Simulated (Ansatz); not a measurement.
A nudged elastic band was laid between two geometries of C₄H₁₁NSi (17 atoms, charge 0, multiplicity 1).

Method: RKS B3LYP/def2-SVP (Ansatz).

```json
{
  "movable images": "1",
  "climbing image": "yes",
  "spring": "5.0 eV/Å²",
  "optimiser": "quadratic models (default)",
  "start path": "IDPP",
  "force threshold": "0.03 eV/Å",
  "iteration limit": "60",
  "end points": "relaxed"
}
```

Initial state:

```xyz
17
Properties=species:S:1:pos:R:3
C -1.645 -1.328 -0.631
C -0.350 -1.130 0.139
C 0.987 -0.953 -0.678
Si 0.524 0.487 0.411
C -0.052 2.078 -0.396
N 1.233 0.782 1.969
H -2.525 -1.259 0.031
H -1.675 -2.316 -1.126
H -1.774 -0.569 -1.421
H -0.237 -1.859 0.955
H 1.802 -1.641 -0.419
H 0.856 -0.874 -1.766
H -0.532 1.870 -1.365
H 0.797 2.756 -0.584
H -0.770 2.609 0.248
H 1.253 0.022 2.642
H 2.090 1.325 2.032
```

Final state:

```xyz
17
Properties=species:S:1:pos:R:3
C -1.883 -1.138 -0.164
C -0.439 -1.065 0.305
C 0.704 -1.113 -0.781
Si 0.652 0.438 0.252
C 0.101 2.037 -0.555
N 1.706 0.733 1.600
H -2.587 -0.915 0.655
H -2.132 -2.141 -0.556
H -2.089 -0.418 -0.974
H -0.239 -1.752 1.141
H 1.470 -1.885 -0.638
H 0.352 -1.082 -1.821
H 0.961 2.589 -0.971
H -0.399 2.694 0.174
H -0.595 1.833 -1.384
H 1.789 0.016 2.315
H 2.610 1.171 1.442
```

Task: Which bonds break or form, and what moves?

Result: No bond is made or broken. The dihedral C3–Si4–C5–H15 goes from 149 to 28°. The two ends are copies of one structure, up to a mirror image or an exchange of like atoms.

Task: What energy profile does the band end with?

Result: The run converged. The highest image is number 1 of 0 to 2, 1.1 kcal/mol above the ends, which have the same energy within 2 meV. Another band between the same ends (9 images) ends at a top of the same energy, where a vibrational analysis finds 1 clearly imaginary mode. So few images can step over the top or miss a turn of the path.

```json
{"image": "0", "path coordinate (Å)": "0.00", "energy (kcal/mol)": "0.0", "dihedral C3–Si4–C5–H15 (°)": "149"}
{"image": "1", "path coordinate (Å)": "1.73", "energy (kcal/mol)": "1.1", "dihedral C3–Si4–C5–H15 (°)": "90"}
{"image": "2", "path coordinate (Å)": "3.50", "energy (kcal/mol)": "0.0", "dihedral C3–Si4–C5–H15 (°)": "28"}
```

Task: What is the geometry of the highest image?

Result: 
```xyz
17
Properties=species:S:1:pos:R:3
C -1.838 -1.178 -0.252
C -0.416 -1.087 0.274
C 0.768 -1.089 -0.767
Si 0.633 0.446 0.281
C 0.059 2.048 -0.528
N 1.625 0.750 1.674
H -2.578 -0.991 0.544
H -2.050 -2.175 -0.680
H -2.028 -0.440 -1.051
H -0.233 -1.786 1.105
H 1.548 -1.843 -0.607
H 0.456 -1.048 -1.821
H 0.349 2.102 -1.589
H 0.495 2.912 -0.003
H -1.037 2.146 -0.472
H 1.703 0.020 2.377
H 2.523 1.213 1.555
```

The run took 33 s on 2 threads of Arm Neoverse V1, with other jobs on the host, peak memory 0.41 GiB.
